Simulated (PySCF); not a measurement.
Compound: C2H11NO3Si3.
SMILES with atom numbers: `[CH3:1][O:2][Si@@:3]1([OH:4])[O:5][CH2:6][SiH2:7][N:8]1[SiH3:9]`

Definitions: NICS(0) = −σiso at the ring centroid; NICS(1) = −σiso and NICS(1)zz = −σzz at ±1 Å along the ring normal z. Level: GIAO PBE0/pcSseg-1 (PySCF, non-relativistic, gas phase) on the GFN2-xTB geometry, one conformer.

Ring bond lengths (Å), with Mayer bond orders in brackets: Si3–O5 1.615 (1.03), O5–C6 1.413 (0.86), C6–Si7 1.911 (0.91), Si7–N8 1.726 (0.94), N8–Si3 1.750 (0.83).

Task: What do the NICS probes read (ppm)?

Result: 
| ring | type | NICS(0) | NICS(1), two faces | NICS(1)zz, two faces | rms pucker (Å) | centre to ring atoms, mean (Å) |
| --- | --- | --- | --- | --- | --- | --- |
| Si3–O5–C6–Si7–N8 | 5-membered ring with N, O and 2 Si; formal bonds all single | -5.6 | -2.5 / -2.5 | -1.2 / -1.0 | 0.02 | 1.43 |

Task: What can be read from them?

Result: 
- Si3–O5–C6–Si7–N8: mean NICS(1)zz -1.1 ppm, near zero. Si3, C6, Si7 have four or more neighbours, so the value isn't read as a sign of a π ring current.

Task: How shielded are the nuclei of the rings and their hydrogens (means over atoms taken as equivalent)?

Result: 
```
   atoms                      environment  σ isotropic (ppm)  principal values of the symmetric part, first atom (ppm)
     Si3             oxygen-bound silicon              401.8                                       378.2, 403.2, 423.9
      O5               silyl ether oxygen              310.9                                       239.1, 324.6, 369.0
      C6       sp3 carbon bound to oxygen              135.8                                       102.3, 112.0, 193.1
     Si7                     SiH2 silicon              376.7                                       342.5, 357.4, 430.1
      N8  nitrogen bridging silicon atoms              251.8                                       207.8, 260.9, 286.7
 H on C6               methylene hydrogen              27.66                                          23.0, 25.4, 34.5
 H on C6               methylene hydrogen              27.72                                          23.0, 25.5, 34.7
H on Si7                    Si–H hydrogen              26.82                                          23.3, 24.1, 33.0
H on Si7                    Si–H hydrogen              26.82                                          23.4, 24.3, 32.8
```
